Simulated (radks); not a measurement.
Ni I, configuration [Ar] 3d8 4s2. Calculated with a radial shooting solver on a logarithmic mesh with Libxc functionals: non-relativistic Kohn-Sham, LDA (Slater exchange, Perdew-Wang correlation), spin-polarised, spherical densities, point nucleus; open shells are filled with parallel spins first; hard spherical wall at 4 bohr.

Normalised radial functions P(r) = r R(r), r in bohr:

r,3p down,4s up,4p down
0.006086,0.0082,0.0557,0.0027
0.007799,0.0132,0.0679,0.0043
0.009915,0.0207,0.0810,0.0067
0.01271,0.0327,0.0953,0.0106
0.01615,0.0503,0.1087,0.0164
0.0207,0.0776,0.1200,0.0252
0.02652,0.1175,0.1256,0.0382
0.03372,0.1719,0.1215,0.0559
0.04321,0.2473,0.1023,0.0804
0.05493,0.3395,0.0650,0.1102
0.07039,0.4489,0.0050,0.1455
0.0902,0.5562,-0.0724,0.1799
0.1147,0.6286,-0.1503,0.2023
0.1469,0.6259,-0.2084,0.1993
0.1868,0.5012,-0.2115,0.1555
0.2394,0.2147,-0.1337,0.0581
0.3068,-0.2130,0.0244,-0.0839
0.39,-0.6752,0.2081,-0.2303
0.4997,-1.0587,0.3425,-0.3333
0.6353,-1.2129,0.3354,-0.3312
0.8141,-1.1108,0.1541,-0.1976
1.043,-0.8252,-0.1551,0.0488
1.326,-0.5072,-0.4766,0.3398
1.699,-0.2459,-0.7203,0.6185
2.16,-0.0956,-0.7879,0.7786
2.768,-0.0264,-0.6345,0.7145
3.548,-0.0043,-0.2514,0.3109

3p down: eigenvalue -64.713 eV, 1 radial node at r = 0.273 bohr, <r> = 0.787 bohr, 90 % of the charge inside 1.22 bohr. 4s up: eigenvalue 0.025 eV, 3 radial nodes at r = 0.0716, 0.297, 0.929 bohr, <r> = 2.16 bohr, 90 % of the charge inside 3.00 bohr. 4p down (empty): eigenvalue 8.009 eV, 2 radial nodes at r = 0.267, 0.999 bohr, <r> = 2.30 bohr, 90 % of the charge inside 3.12 bohr.
